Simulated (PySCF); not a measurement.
**Computed beside measured shifts: C10H14O3S**

System: C10H14O3S (measured compound), SMILES Cc1ccc(S(=O)(=O)OC(C)C)cc1.

Atom-mapped SMILES (hydrogens are numbered by the atom that bears them): [CH3:1][c:2]1[cH:3][cH:4][c:5]([S:6](=[O:7])(=[O:8])[O:9][CH:10]([CH3:11])[CH3:12])[cH:13][cH:14]1

Level of theory: GIAO PBE0/pcSseg-1, IEF-PCM chloroform, PySCF SCF with an in-house response code, fitting set def2-universal-JFIT up to Ne and JKFIT beyond, grid level 2, non-relativistic, on the PBE0-D3(BJ)/def2-SVP geometry.

One optimised conformer. Values are averaged over the atoms that symmetry or fast rotation interchanges, on this one geometry and without vibrational averaging. Shifts are the reference shielding less the shielding here, at the same level (13C, 1H against isolated TMS; 17O against isolated H2O; 33S against isolated CS2); nuclei without a reference have shieldings only.

Question: What shifts does this level give for H on 10, H on 11/12, and how do they compare with measurement?

Answer: 
```tsv
atom	nucleus	computed / ppm	measured / ppm	computed less measured	measured against	medium of the measurement
H on 10	1H	3.74	4.7	-0.96	TMS	not stated per compound (mostly CDCl3 or CCl4)
H on 11/12	1H	1.16	1.25	-0.09	TMS	not stated per compound (mostly CDCl3 or CCl4)
```

Measured values: Pretsch, Buehlmann, Badertscher, Structure Determination of Organic Compounds, 4th ed..
